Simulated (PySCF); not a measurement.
`InChI=1S/C6H8ClF/c7-5-1-4-3(5)2-6(4)8/h3-6H,1-2H2/t3-,4-,5+,6+/m0/s1`

Geometry:
| atom | x (Å) | y (Å) | z (Å) |
| --- | --- | --- | --- |
| F1 | 1.611 | -1.316 | 1.165 |
| C2 | 1.354 | -0.763 | -0.063 |
| C3 | 1.242 | 0.768 | -0.090 |
| C4 | -0.132 | 0.654 | -0.773 |
| C5 | -0.095 | -0.877 | -0.549 |
| C6 | -1.140 | -0.718 | 0.571 |
| C7 | -1.336 | 0.749 | 0.168 |
| Cl8 | -1.252 | 1.953 | 1.471 |
| H9 | 2.094 | -1.181 | -0.750 |
| H10 | 1.194 | 1.206 | 0.904 |
| H11 | 2.009 | 1.272 | -0.671 |
| H12 | -0.224 | 1.121 | -1.749 |
| H13 | -0.316 | -1.605 | -1.323 |
| H14 | -2.026 | -1.339 | 0.473 |
| H15 | -0.719 | -0.848 | 1.565 |
| H16 | -2.272 | 0.933 | -0.361 |

Method used: PySCF 2.14.0, TDDFT B3LYP/def2-SVPD circular dichroism and optical rotation, one conformer, gas phase. Geometry: GFN2-xTB.

States above about 7.9 eV (minus the energy of the highest occupied orbital) lie near or above the ionisation threshold and depend on the basis.

Task: Draw the ECD and absorption spectra from the lowest 12 states, each a Gaussian of half-width 0.25 eV at 1/e height.

Result: 
```csv
E (eV),λ (nm),Δε (L mol⁻¹ cm⁻¹),ε (L mol⁻¹ cm⁻¹)
6.66,186,-0.09,18.9
6.81,182,-0.70,153
6.96,178,-2.56,634
7.11,174,-4.62,1420
7.26,171,-4.43,1920
7.41,167,-3.56,1860
7.56,164,-4.01,1720
7.71,161,+0.28,2270
7.86,158,+11.01,3370
8.01,155,+10.55,3620
```
Δε uses R in velocity form, ε uses f in length form. Only the states computed contribute, so the short-wavelength end is incomplete.
